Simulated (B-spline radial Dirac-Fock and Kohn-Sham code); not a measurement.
**Photoionisation of titanium ions at Cr Kα (5414.7 eV)**

Model: independent-particle photoionisation in a Dirac-Hartree-Slater potential with a Latter tail, all multipoles, thresholds from Dirac-Fock ΔSCF. Program: a radial atomic solver. Cross sections in kb; a dash marks an empty subshell or a threshold above the photon energy.

```
  ion  configuration  total    2s  2p1/2     3s   3p1/2     3d5/2
   Ti   [Ar] 3d2 4s2  45.44  2.69  0.638  0.366  0.0759  0.000544
Ti¹²⁺   [He] 2s2 2p6  45.11  2.79  0.674      –       –         –
Ti¹³⁺   [He] 2s2 2p5  4.594  2.89  0.589      –       –         –
Ti¹⁴⁺   [He] 2s2 2p4  4.419  2.99  0.494      –       –         –
Ti¹⁵⁺   [He] 2s2 2p3  4.216  3.09  0.387      –       –         –
```

Values without a named source are computed, but for edge energies of neutral atoms, which are taken from tables.
